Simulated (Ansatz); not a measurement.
Basis sets compared for `CCC(Cl)CC(Cl)CC(Cl)CC(Cl)CC(C)Cl`. Total charge 0; singlet. Geometry r2SCAN-D4/def2-SVP. Ansatz on 2 threads of AMD EPYC 7R13 on a shared host and a share (18 GiB) of an NVIDIA H100 80GB HBM3; times are rough, and most runs start from earlier orbitals.

```xyz
38

C    -0.567   -2.559    4.111
C    -1.404   -2.521    2.840
C    -0.836   -3.333    1.684
Cl   -0.649   -5.083    2.171
C    -1.687   -3.312    0.414
C    -1.981   -1.910   -0.111
Cl   -3.049   -2.067   -1.580
C    -0.744   -1.106   -0.480
C    -1.019    0.341   -0.858
Cl   -1.721    1.204    0.593
C     0.232    1.069   -1.322
C     0.027    2.515   -1.744
Cl   -1.215    2.601   -3.076
C     1.289    3.205   -2.251
C     2.480    3.182   -1.302
C     3.645    4.005   -1.811
Cl    1.979    3.805    0.342
H    -1.002   -1.908    4.884
H    -0.507   -3.580    4.514
H     0.461   -2.212    3.920
H    -1.486   -1.475    2.491
H    -2.434   -2.866    3.040
H     0.196   -3.009    1.471
H    -2.645   -3.816    0.623
H    -1.183   -3.899   -0.371
H    -2.591   -1.342    0.607
H    -0.040   -1.117    0.371
H    -0.238   -1.601   -1.329
H    -1.803    0.395   -1.627
H     0.662    0.498   -2.166
H     0.967    1.062   -0.497
H    -0.407    3.083   -0.909
H     1.608    2.721   -3.193
H     1.040    4.250   -2.499
H     2.803    2.146   -1.111
H     3.348    5.056   -1.946
H     3.982    3.610   -2.784
H     4.490    3.968   -1.109
```

Single mean-field runs in def2-TZVP are fitted with def2-universal-jkfit.

Binding counts from free atoms (C triplet, Cl doublet, H doublet) in the same basis, without a counterpoise term.

```tsv
level	functions	energy (Eh)	HOMO (eV)	LUMO (eV)	binding per atom (eV)	wall time
PBE-D4/def2-SVP	363	-2768.3511	-6.65	-0.61	4.21	2.9 s
PBE0-D4/def2-SVP	363	-2768.6309	-8.11	0.44	4.16	3.3 s
```

Task: Estimate the rows for PBE-D4/def2-TZVP, PBE0-D4/def2-TZVP (with forces).

Result: 
```tsv
level	functions	energy (Eh)	HOMO (eV)	LUMO (eV)	binding per atom (eV)	wall time
PBE-D4/def2-TZVP	683	-2769.6530	-6.88	-1.03	4.17	3.9 s
PBE0-D4/def2-TZVP (with forces)	683	-2769.9132	-8.26	0.05	4.11	6.5 s
```
